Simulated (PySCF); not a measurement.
Ionising ICl

PBE; PySCF, scalar-relativistic core potentials, basis sets I def2-SVP with ECP28, Cl def2-SVP. Neutral (UKS): singlet (closed shell), Re = 2.384 Å, ωe = 362 cm⁻¹, De = 2.46 eV, HOMO -6.51 eV, LUMO -4.60 eV.

ICl⁺ (UKS): doublet (π ↑), Re = 2.305 Å, ωe = 404 cm⁻¹, De = 2.98 eV to I⁺ + Cl. The energies at the minima are -757.54325 hartree for ICl and -757.17623 for ICl⁺.

Work out the adiabatic ionisation energy, without and with harmonic zero-point energies (1 hartree = 27.2114 eV, 1 eV = 8065.5 cm⁻¹), and the change of the bond length.

At PBE: 0.36702 hartree = 9.987 eV between the minima; the zero-point term (404.0 − 362.0)/2 cm⁻¹ = +0.003 eV makes it 9.990 eV. Re changes by -7.9 pm against the neutral. Minus the HOMO energy is 6.51 eV, -3.48 eV from the value between the minima; self-interaction puts the Kohn–Sham level too high, less so with exact exchange. The electron leaves a π orbital, and the shorter bond of the ion fits an antibonding orbital, or a change in how ionic the bond is.

Spin–orbit coupling is left out, which matters for elements this heavy, above all for dissociation energies. For an ion De counts to the pair picked by the measured ionisation energies or electron affinities, which need not be the lowest pair at this level. Counting both spins, an empty level lies below a filled one in some of these solutions, because spin and occupation are held. States were picked by a PBE0 search and need not be the measured ground states.
